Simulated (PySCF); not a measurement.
# Relaxation of singlet SeO2(OH)2

Level of theory: PBE/[Se def2-SVP, O def2-SVP, H def2-SVP], no relativity, density fitting, PySCF. A (50,194) grid was used.

A hand-made tetrahedral (heavy-atom frame) start, of C2 symmetry, held to at least that symmetry:

```xyz
7
charge 0 multiplicity 1, angstrom
Se    0.0000    0.0000    0.0382
O     1.3391    0.0000    0.9850
O    -1.3391    0.0000    0.9850
O     0.0000    1.4616   -0.9951
O     0.0000   -1.4616   -0.9951
H     0.7354    1.9655   -1.3514
H    -0.7354   -1.9655   -1.3514
```

(1) What forces act on the atoms at the start (eV/Å)?

(2) What does it relax to?

(3) How much energy is released, and in how many steps?

## Answers

(1) 
```csv
atom,Fx,Fy,Fz
Se1,0.00,0.00,3.22
O2,-0.12,-0.24,-1.56
O3,0.12,0.24,-1.56
O4,-2.26,-0.56,-0.09
O5,2.26,0.56,-0.09
H6,1.44,-0.21,0.04
H7,-1.44,0.21,0.04
```

(2) It ends at C2 with O–H 0.984 Å (×2), Se–O 1.614 Å (×2), Se–O 1.792 Å (×2); H–O–Se 104.8° (×2), O–Se–O 100.4°, O–Se–O 106.1° (×2), O–Se–O 107.0° (×2), O–Se–O 127.2° (after a last refinement on a finer grid). A frequency run shows a minimum. Other isomers or separated fragments may lie lower.

(3) 92.0 kJ/mol in 11 steps.

The relaxation took roughly 70 core-seconds on a shared host.
